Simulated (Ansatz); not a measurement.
The cluster Zn6O5. Total charge 0; singlet. Geometry r2SCAN-D4/def2-SVP.

```xyz
11

Zn    2.797    0.751   -0.006
Zn   -1.650   -1.073   -0.902
Zn    1.191   -0.917   -1.767
Zn   -3.740   -2.318   -1.870
Zn   -1.591    0.638    1.526
Zn    1.061    1.720    2.050
O    -2.562   -0.365    0.457
O    -0.612    1.643    2.596
O     2.719    1.753    1.445
O    -0.411   -1.569   -2.082
O     2.799   -0.263   -1.447
```

Another isomer (singlet) lies 0.56 eV lower at PBE0-D4/def2-TZVP; other spin states weren't run for this one.

Q: Estimate the orbital energies around the gap (eV) in Ansatz with PBE-D4/def2-SVP, PBE-D4/def2-TZVP, r2SCAN-D4/def2-TZVP, B97M-V/def2-TZVP, PBE0-D4/def2-SVP.

A: 
```csv
orbital,PBE-D4/def2-SVP,PBE-D4/def2-TZVP,r2SCAN-D4/def2-TZVP,B97M-V/def2-TZVP,PBE0-D4/def2-SVP
HOMO−9,-7.15,-7.77,-8.02,-8.00,-8.62
HOMO−8,-7.09,-7.70,-7.95,-7.93,-8.56
HOMO−7,-6.84,-7.48,-7.78,-7.78,-8.44
HOMO−6,-6.33,-6.99,-7.28,-7.29,-7.94
HOMO−5,-6.29,-6.95,-7.24,-7.26,-7.89
HOMO−4,-6.24,-6.91,-7.14,-7.15,-7.68
HOMO−3,-6.03,-6.70,-6.94,-6.96,-7.47
HOMO−2,-5.82,-6.28,-6.51,-6.55,-7.16
HOMO−1,-5.53,-6.22,-6.45,-6.49,-7.07
HOMO,-5.47,-6.17,-6.44,-6.25,-6.62
LUMO,-2.74,-3.17,-3.07,-3.21,-2.02
LUMO+1,-1.83,-2.40,-2.25,-2.31,-1.04
LUMO+2,-1.37,-1.88,-1.60,-1.80,-0.47
LUMO+3,-0.88,-1.78,-1.56,-1.78,-0.01
LUMO+4,-0.25,-1.68,-1.41,-1.63,0.64
LUMO+5,-0.05,-1.17,-0.85,-1.12,0.88
```
